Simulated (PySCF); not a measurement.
## Core-level binding energies of `CC(C)P1CC=CC1`

Compound: C7H13P.
Z-matrix (Å and degrees, PBE0-D3(BJ)/def2-SVP geometry), rows numbered from 1:
```
C 
C   1  1.5251
C   2  1.5247  1  110.45
P   2  1.8796  1  109.95  3  -121.44
C   4  1.8783  2   99.13  1   -72.84
C   5  1.5003  4  106.55  2   -85.54
C   6  1.3367  5  116.62  4   -10.80
C   7  1.5004  6  116.66  5    -0.05
H   1  1.1024  2  110.88  3    61.07
H   1  1.1021  2  110.55  3   -58.17
H   1  1.1010  2  112.63  3  -178.16
H   2  1.1052  1  109.34  3   120.32
H   3  1.1005  2  112.62  1   177.85
H   3  1.1026  2  110.93  1   -61.45
H   3  1.1022  2  110.57  1    57.96
H   5  1.1027  4  110.66  2    37.63
H   5  1.1048  4  109.71  2   154.06
H   6  1.0951  5  120.83  4   171.24
H   7  1.0952  6  122.50  5  -177.87
H   8  1.1053  4  109.71  2  -154.15
H   8  1.1023  4  110.67  2   -37.65
```

The calculation used delta-SCF UKS SCAN, pcX-2 on the ionised atom, pcseg-1 elsewhere, spin-free X2C (PySCF). Each binding energy is the total energy of the core-ionised species, with the hole localised on one atom, minus that of the ground state; both are solved self-consistently, so orbital relaxation is included.

Question: What binding energy does each computed site have?

Answer: 
```csv
atom(s),environment,level,binding energy (eV),2p1/2 (eV),above the level's lowest (eV),count
P4,phosphine phosphorus,P 1s,2149.16,–,0.00,1
C1/C3,methyl carbon,C 1s,290.41,–,+0.31,2
C5/C8,sp3 carbon bound to phosphorus,C 1s,290.26,–,+0.16,2
C2,sp3 carbon bound to phosphorus,C 1s,290.18,–,+0.08,1
C6/C7,alkene CH carbon,C 1s,290.10,–,0.00,2
P4,phosphine phosphorus,P 2p3/2,135.58,136.47,0.00,1
```

Lowest listed C 1s: C6/C7, bonded to C (double bond), C and H. Highest, 0.31 eV above it: C1/C3, bonded to C and 3 H. Summing the Pauling electronegativity differences to the bonded atoms, each weighted by its formal bond order, gives -0.35 for the lowest site and -1.05 for the highest; the largest sum, -0.35, belongs to C6/C7, 0.31 eV below the top. The smallest sum, -1.06, belongs to C5/C8, 0.16 eV above the lowest.

Question: Give the binding energy of C 1s of C1/C3 in hartree and in kJ/mol.

Answer: 290.41 eV = 10.6724 Eh = 28020 kJ/mol.

Question: Which effective nuclear charge Zeff reproduces each element's mean 1s value in the hydrogen-like formula E = 13.606 eV × Zeff²?

Answer: C (Z = 6): mean 290.2 eV, Zeff = 4.62, Z − Zeff = 1.38; P (Z = 15): mean 2149.2 eV, Zeff = 12.57, Z − Zeff = 2.43. Means run over the listed sites, weighted by atom count.

Atoms equivalent by their bonding share one computed value, that of the first of them. The 2p values aren't plain energy differences: one relaxed spin-free 2p hole is combined with a matrix within the shell (ground-state 2p orbital-energy differences and spin–orbit coupling). 2p3/2, the mean of its two sublevels, lies a third of the splitting below the shell's mean and 2p1/2 two thirds above it; the statistical areas are 2:1. 2p1/2 minus 2p3/2 (ligand field included): P 0.90 eV. The structure is a single PBE0-D3(BJ)/def2-SVP conformer in the gas phase; no vibrational or solvent corrections.

Hardware: Arm Neoverse N1, one thread, no GPU, shared host. Cost: 4.1 min of wall time, 0.66 GiB resident at most.
